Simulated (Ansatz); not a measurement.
Ligand-field states of CoBr2 at its PBE0-D4/def2-TZVP geometry (relaxed as a quartet).

```tsv
atom	x (Å)	y (Å)	z (Å)
Co1	0.000	0.000	0.000
Br2	0.822	-2.074	-0.032
Br3	-0.822	2.074	0.032
```

CASSCF(7,5) on the Co 3d shell in def2-TZVP, averaged with equal weights over 10 quartets and 12 doublets, then SC-NEVPT2; Ansatz, no spin–orbit coupling. The space holds no ligand orbitals and no second d shell, so covalent complexes are described poorly.

(1) Estimate the states' energies above the lowest.

Answers

(1) 
```csv
state,CASSCF (eV),NEVPT2 (eV)
quartet 1,0.00,0.00
quartet 2,0.00,0.00
quartet 3,0.11,0.06
quartet 4,0.11,0.06
quartet 5,0.20,0.21
quartet 6,0.20,0.21
quartet 7,0.21,0.21
quartet 8,2.07,1.65
quartet 9,2.53,2.20
quartet 10,2.53,2.20
doublet 1,2.27,2.07
doublet 2,2.27,2.07
doublet 3,2.28,2.09
doublet 4,2.28,2.09
doublet 5,2.28,2.07
doublet 6,2.31,2.15
doublet 7,2.31,2.15
doublet 8,2.46,2.28
doublet 9,2.46,2.28
doublet 10,2.75,2.41
doublet 11,2.80,2.46
doublet 12,2.80,2.46
```
The lowest NEVPT2 state is a quartet. Hardware: 2 threads of Arm Neoverse N1 on a shared host. Wall time 85 s, peak host memory 0.89 GiB.
